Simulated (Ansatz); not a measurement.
Calculated with Ansatz (gas phase, PBE0-D4/def2-TZVP geometries, no zero-point term in ΔE). CCSD(T)/CBS is the MP2 limit (def2-TZVPP, def2-QZVPP) plus CCSD(T) − MP2 in def2-TZVPP, frozen cores. This one scheme is used for every species. Functionals use def2-TZVPP. B3LYP here is the variant with VWN-RPA as its local correlation; programs differ in this. One conformer a species, not always the lowest.

Reaction (formal exchange of groups at the Al–S bond): `[F][Al]([SiH3])[SH]` + ethane → `C[CH2][Al]([F])[SiH3]` + H₂S

```json
{"level": "PBE0-D4", "ΔE (kcal/mol)": "31.3", "difference from CCSD(T)/CBS": "0.0"}
{"level": "ωB97X-V", "ΔE (kcal/mol)": "30.9", "difference from CCSD(T)/CBS": "-0.4"}
{"level": "PBE", "ΔE (kcal/mol)": "31.1", "difference from CCSD(T)/CBS": "-0.2"}
{"level": "B3LYP", "ΔE (kcal/mol)": "31.7", "difference from CCSD(T)/CBS": "0.4"}
{"level": "MP2/def2-TZVPP", "ΔE (kcal/mol)": "31.8", "difference from CCSD(T)/CBS": "0.5"}
{"level": "CCSD/def2-TZVPP", "ΔE (kcal/mol)": "31.0", "difference from CCSD(T)/CBS": "-0.3"}
{"level": "HF/def2-QZVPP", "ΔE (kcal/mol)": "33.7", "difference from CCSD(T)/CBS": "2.4"}
{"level": "MP2/def2-QZVPP", "ΔE (kcal/mol)": "31.9", "difference from CCSD(T)/CBS": "0.6"}
{"level": "MP2/CBS(def2)", "ΔE (kcal/mol)": "32.1", "difference from CCSD(T)/CBS": "0.8"}
{"level": "CCSD/CBS(def2)", "ΔE (kcal/mol)": "31.4", "difference from CCSD(T)/CBS": "0.1"}
{"level": "CCSD(T)/CBS", "ΔE (kcal/mol)": "31.3", "difference from CCSD(T)/CBS": "0"}
```

Largest T1 diagnostic among the species: 0.013.

In def2-TZVPP, CCSD(T) changes the Hartree–Fock value by −2.9 kcal/mol (the triples alone add −0.1 kcal/mol) and MP2 by −2.1 kcal/mol.
